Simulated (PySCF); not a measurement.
**How methods differ on the excitation energy of Sr**

Sr [Kr] 5s2 (1S) → Sr [Kr] 5s1 6s1 (3S), as a difference of total energies. All numbers are calculated (PySCF 2.14, the spin-free X2C one-electron Hamiltonian (Gaussian nucleus), in aug-cc-pVTZ-X2C). Correlated levels: valence: [Kr] frozen. The calculations carry no spin-orbit coupling.

| method | excitation energy (cm⁻¹) | error (cm⁻¹) |
| --- | --- | --- |
| UHF | 22693 | -6346 |
| LDA | 29305 | +266 |
| PBE | 28090 | -948 |
| PBE0 | 27690 | -1349 |
| r2SCAN | 26948 | -2090 |
| revPBE | 27591 | -1448 |
| r2SCAN0 | 27080 | -1959 |
| r2SCANh | 27001 | -2037 |
| BP86 | 28756 | -283 |
| MP2 (valence) | 26303 | -2736 |
| SCS-MP2 (valence) | 27411 | -1628 |

Reference: 29039 cm⁻¹ (measured; NIST levels).

Errors of the correlated levels include the incompleteness of this basis and the frozen core.
